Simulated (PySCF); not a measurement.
## Zn²⁺ (zinc, charge +2): UHF calculation

Configuration: [Ar] 3d9 4s1, high-spin 3D determinant (an excited configuration). Calculation: PySCF 2.14, in def2-QZVPPD; the non-relativistic Hamiltonian (point nucleus).

* Total energy: -1776.636998 hartree
* One-electron energy: -2452.7566 hartree
* Hartree (Coulomb) energy: 745.1086 hartree
* Exchange energy: -68.9890 hartree
* Kinetic energy: 1776.56195 hartree
* ⟨S²⟩: 2.0008
* ⟨L²⟩: 6.013
* Sum of ⟨r⟩: 16.96 bohr
* Sum of ⟨r²⟩: 18.27 bohr²
* Traceless quadrupole moment −½Σ⟨3z² − r²⟩ along its main axis: -0.174 e·bohr²
* Density at the nucleus (Gaussians lack the cusp): 18300 bohr⁻³
* Spin density at the nucleus: 9.54 bohr⁻³
* Langevin diamagnetic susceptibility: -14.5 ×10⁻⁶ cm³/mol

```tsv
shell	electrons	mean orbital energy (hartree)	spread (hartree)	rms radius, mean of both spins (bohr)
1s α	1	-354.40314	0	0.0591
1s β	1	-354.39674	0	0.0591
2s α	1	-45.50375	0	0.248
2s β	1	-45.44942	0	0.248
2p α	3	-40.06148	0.05056	0.221
2p β	3	-40.01343	0.00288	0.221
3s α	1	-6.77248	0	0.736
3s β	1	-6.64165	0	0.736
3p α	3	-4.96450	0.09598	0.772
3p β	3	-4.82371	0.06680	0.772
3d α	5	-1.88743	0.11661	0.917
3d β	4	-1.81761	0.08987	0.917
4s α	1	-1.05326	0	2.37
```

Spin-orbit constants ζ (cm⁻¹) from the X2C one-electron operator on these orbitals (non-relativistic here): bare nucleus, nucleus screened by l(l+1)(2l+1)/3 electrons, and screened by the Breit-Pauli mean field of the electrons.

```json
{"shell": "2p", "bare": "126700", "screened nucleus": "118200", "mean field": "n/a"}
{"shell": "3p", "bare": "16140", "screened nucleus": "15060", "mean field": "n/a"}
{"shell": "3d", "bare": "1822", "screened nucleus": "1215", "mean field": "n/a"}
```

To first order the Landé constant is A = -607.4 cm⁻¹, so the lowest level has J = 3 and lies 0.151 eV below the centre of the term. This holds in LS coupling only.
